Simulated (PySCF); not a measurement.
AlI3, singlet, geometry from GFN2-xTB (such geometries of metal compounds can be far from the true shape) (core potentials on I); PySCF with SVWN5/def2-SVP.

The PySCF input:
```python
from pyscf import gto, scf, dft

mol = gto.Mole()
mol.atom = '''
    Al   -0.00000000   -0.00000000   -0.00000000
    I    -2.05711704   -1.44131268   -0.05276184
    I     0.00659413    2.22306763   -1.17039456
    I     2.05052292   -0.78175495    1.22315640
'''
mol.basis = 'def2-svp'
mol.ecp = {'I': 'def2-svp'}
mol.verbose = 4
mol.build()

mf = dft.RKS(mol)
mf.xc = 'lda,vwn'
mf.kernel()
```

It wrote (shortened):

```
PySCF version 2.14.0

[INPUT] verbose = 4
[INPUT] num. atoms = 4
[INPUT] num. electrons = 88
[INPUT] charge = 0
[INPUT] spin (= nelec alpha-beta = 2S) = 0
[INPUT] symmetry False subgroup None
[INPUT] Mole.unit = angstrom
[INPUT] Symbol           X                Y                Z      unit          X                Y                Z       unit  Magmom
[INPUT]  1 Al     0.000000000000   0.000000000000   0.000000000000 AA    0.000000000000   0.000000000000   0.000000000000 Bohr   0.0
[INPUT]  2 I     -2.057117040000  -1.441312680000  -0.052761840000 AA   -3.887387811776  -2.723686225063  -0.099705427428 Bohr   0.0
[INPUT]  3 I      0.006594130000   2.223067630000  -1.170394560000 AA    0.012461099730   4.200988977086  -2.211725176081 Bohr   0.0
[INPUT]  4 I      2.050522920000  -0.781754950000   1.223156400000 AA    3.874926730943  -1.477302752023   2.311430603509 Bohr   0.0

nuclear repulsion = 433.378878896226
number of shells = 38
number of NR pGTOs = 219
number of NR cGTOs = 96
basis = def2-svp
ecp = {'I': 'def2-svp'}

******** <class 'pyscf.dft.rks.RKS'> ********
method = RKS
initial guess = minao
damping factor = 0
level_shift factor = 0
DIIS = <class 'pyscf.scf.diis.CDIIS'>
diis_start_cycle = 1
diis_space = 8
diis_damp = 0
SCF conv_tol = 1e-09
SCF conv_tol_grad = None
SCF max_cycles = 50
direct_scf = True
direct_scf_tol = 1e-13
XC library pyscf.dft.libxc version 7.1.2
    S. Lehtola, C. Steigemann, M. J. T. Oliveira, and M. A. L. Marques,  SoftwareX 7, 1–5 (2018)
XC functionals = lda,vwn
    P. A. M. Dirac,  Math. Proc. Cambridge Philos. Soc. 26, 376 (1930)
    F. Bloch,  Z. Phys. 57, 545 (1929)
    S. H. Vosko, L. Wilk, and M. Nusair,  Can. J. Phys. 58, 1200 (1980)
radial grids:
    Treutler-Ahlrichs [JCP 102, 346 (1995); DOI:10.1063/1.469408] (M4) radial grids

becke partition: Becke, JCP 88, 2547 (1988); DOI:10.1063/1.454033
pruning grids: <function nwchem_prune>
grids dens level: 3
symmetrized grids: False
atomic radii adjust function: <function treutler_atomic_radii_adjust>
small_rho_cutoff = 0
Set gradient conv threshold to 3.16228e-05
Initial guess from minao.
tot grids = 85056
init E= -1039.91220756264
  HOMO = -1.62846688845469  LUMO = -1.27108632853267  gap/eV = 9.72482
cycle= 1 E= -1128.5109157366  delta_E= -88.6  |g|= 5.66  |ddm|= 15.5
  HOMO = 0.0380018585311538  LUMO = 0.0393838844631397  gap/eV = 0.03761
cycle= 2 E= -1126.98922102071  delta_E= 1.52  |g|= 5.42  |ddm|= 15.3
  HOMO = -0.234583332821451  LUMO = 0.0525913646391191  gap/eV = 7.81442
cycle= 3 E= -1132.32980372914  delta_E= -5.34  |g|= 1.47  |ddm|=  8.9
  HOMO = -0.274380880941442  LUMO = -0.178788261638175  gap/eV = 2.60121
cycle= 4 E= -1132.63148096939  delta_E= -0.302  |g|= 1.41  |ddm|= 4.22
  HOMO = -0.241892834696929  LUMO = -0.115431615550742  gap/eV = 3.44119
cycle= 5 E= -1133.35908964625  delta_E= -0.728  |g|= 0.127  |ddm|= 1.93
  HOMO = -0.248283235464195  LUMO = -0.124141925841535  gap/eV = 3.37806
cycle= 6 E= -1133.36353755956  delta_E= -0.00445  |g|= 0.0358  |ddm|= 0.167
  HOMO = -0.247680500754659  LUMO = -0.120987559035996  gap/eV = 3.44749
cycle= 7 E= -1133.36408430198  delta_E= -0.000547  |g|= 0.00647  |ddm|= 0.0613
  HOMO = -0.247415987778727  LUMO = -0.120677207262177  gap/eV = 3.44874
cycle= 8 E= -1133.36409900782  delta_E= -1.47e-05  |g|= 0.00122  |ddm|= 0.00777
  HOMO = -0.247497465771748  LUMO = -0.120693538669922  gap/eV = 3.45051
cycle= 9 E= -1133.36409955325  delta_E= -5.45e-07  |g|= 8.42e-05  |ddm|= 0.00216
  HOMO = -0.247483272091624  LUMO = -0.12068149646914  gap/eV = 3.45045
cycle= 10 E= -1133.36409955559  delta_E= -2.34e-09  |g|= 1.69e-05  |ddm|= 0.000183
  HOMO = -0.247483543807515  LUMO = -0.120680937347001  gap/eV = 3.45047
cycle= 11 E= -1133.3640995557  delta_E= -1.07e-10  |g|= 3.94e-06  |ddm|= 2.95e-05
  HOMO = -0.247483509229444  LUMO = -0.120680712759174  gap/eV = 3.45048
Extra cycle  E= -1133.36409955569  delta_E= 1.14e-11  |g|= 7.19e-06  |ddm|= 2.26e-05
converged SCF energy = -1133.36409955569
```
